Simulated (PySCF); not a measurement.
Species: C3H12BN.
Numbering: `[BH3-:1][NH2+:2][CH2:3][CH2:4][CH3:5]` (hydrogens: H6, H7, H8 on B1; H9, H10 on N2; H11, H12 on C3; H13, H14 on C4; H15, H16, H17 on C5)

Cartesian coordinates in Å at the PBE0-D3(BJ)/def2-SVP level; atoms count from 1:
```
atom  x, y, z in Å
B1     2.409    0.104    0.036
N2     0.835    0.128    0.441
C3    -0.010   -0.839   -0.277
C4    -1.469   -0.826    0.147
C5    -2.191    0.487   -0.119
H6     2.938    0.975    0.717
H7     2.447    0.348   -1.165
H8     2.806   -1.024    0.308
H9     0.487    1.076    0.290
H10    0.765   -0.035    1.448
H11    0.445   -1.827   -0.119
H12    0.099   -0.613   -1.349
H13   -1.976   -1.641   -0.393
H14   -1.544   -1.090    1.217
H15   -1.780    1.321    0.474
H16   -2.126    0.770   -1.182
H17   -3.257    0.414    0.141
```

Method: core-valence-separated Tamm–Dancoff BHandHLYP/aug-pcX-1 (pcseg-1 on H) in PySCF, non-relativistic, gas phase, PBE0-D3(BJ)/def2-SVP geometry. No shift to experiment was applied.

Problem. Give energies, oscillator strengths and core holes at the C K edge.

Solution. 
```json
{"E (eV)": "285.38", "f": "0.0086", "core hole on": "C5", "main final orbital": "LUMO (76 %)"}
{"E (eV)": "285.64", "f": "0.0161", "core hole on": "C4", "main final orbital": "LUMO (60 %)"}
{"E (eV)": "286.06", "f": "0.0258", "core hole on": "C5", "main final orbital": "LUMO+2 (41 %)"}
{"E (eV)": "286.19", "f": "0.0300", "core hole on": "C4", "main final orbital": "LUMO+2 (48 %)"}
{"E (eV)": "286.24", "f": "0.0296", "core hole on": "C5", "main final orbital": "LUMO+3 (33 %)"}
{"E (eV)": "286.62", "f": "0.0235", "core hole on": "C3", "main final orbital": "LUMO (48 %)"}
{"E (eV)": "286.74", "f": "0.0043", "core hole on": "C5", "main final orbital": "LUMO+1 (44 %)"}
{"E (eV)": "286.82", "f": "0.0020", "core hole on": "C4", "main final orbital": "LUMO+1 (58 %)"}
{"E (eV)": "287.23", "f": "0.0254", "core hole on": "C3", "main final orbital": "LUMO+1 (43 %)"}
{"E (eV)": "287.31", "f": "0.0038", "core hole on": "C4", "main final orbital": "LUMO+3 (69 %)"}
{"E (eV)": "287.31", "f": "0.0099", "core hole on": "C3", "main final orbital": "LUMO+2 (44 %)"}
{"E (eV)": "287.47", "f": "0.0025", "core hole on": "C5", "main final orbital": "spread"}
{"E (eV)": "287.61", "f": "0.0077", "core hole on": "C5", "main final orbital": "spread"}
{"E (eV)": "287.75", "f": "0.0038", "core hole on": "C4", "main final orbital": "spread"}
{"E (eV)": "287.81", "f": "0.0019", "core hole on": "C5", "main final orbital": "LUMO+4 (41 %)"}
```

The first line with a tenth or more of the strongest one's intensity is at 285.38 eV (f = 0.009), with the hole on C5 (methyl carbon). The strongest listed is at 286.19 eV (f = 0.030; C4).

Problem. What does the B 1s absorption edge look like?

Solution. 
| E (eV) | f | core hole on | main final orbital |
| --- | --- | --- | --- |
| 188.17 | 0.0121 | B1 | LUMO (61 %) |
| 189.12 | 0.0059 | B1 | LUMO+1 (62 %) |
| 189.28 | 0.0094 | B1 | LUMO+2 (44 %) |
| 189.59 | 0.0006 | B1 | LUMO+5 (30 %) |
| 189.84 | 0.0062 | B1 | spread |
| 190.14 | 0.0132 | B1 | spread |
| 190.22 | 0.0077 | B1 | LUMO+4 (50 %) |

The first line with a tenth or more of the strongest one's intensity is at 188.17 eV (f = 0.012), with the hole on B1 (four-coordinate boron). The strongest listed is at 190.14 eV (f = 0.013; B1).

Problem. List the nitrogen K-edge absorption lines.

Solution. 
```tsv
E (eV)	f	core hole on	main final orbital
400.86	0.0194	N2	LUMO (53 %)
401.56	0.0388	N2	spread
403.07	0.0042	N2	LUMO+1 (36 %)
403.48	0.0002	N2	LUMO+3 (39 %)
403.55	0.0291	N2	spread
403.80	0.0065	N2	spread
404.14	0.0010	N2	spread
```

The first line with a tenth or more of the strongest one's intensity is at 400.86 eV (f = 0.019), with the hole on N2 (nitrogen bonded to B, C and 2 H). The strongest listed is at 401.56 eV (f = 0.039; N2).

Roots within 0.03 eV whose holes lie on the same, on equivalent or on shared atoms are summed into one line, and the highest roots are left out, as the search may have cut off their partners. Final orbitals are the ground state's empty Kohn–Sham orbitals.

Problem. What length of transition dipole belongs to the line at 287.23 eV?

Solution. From f = (2/3) ΔE |μ|² in atomic units, with ΔE = 10.556 Eh and f = 0.0254: |μ| = 0.060 au = 0.15 D.

Only the lowest roots of each edge were sought.

The run took about 60 s of CPU time (one thread, shared machine).

One conformer stands for the species.
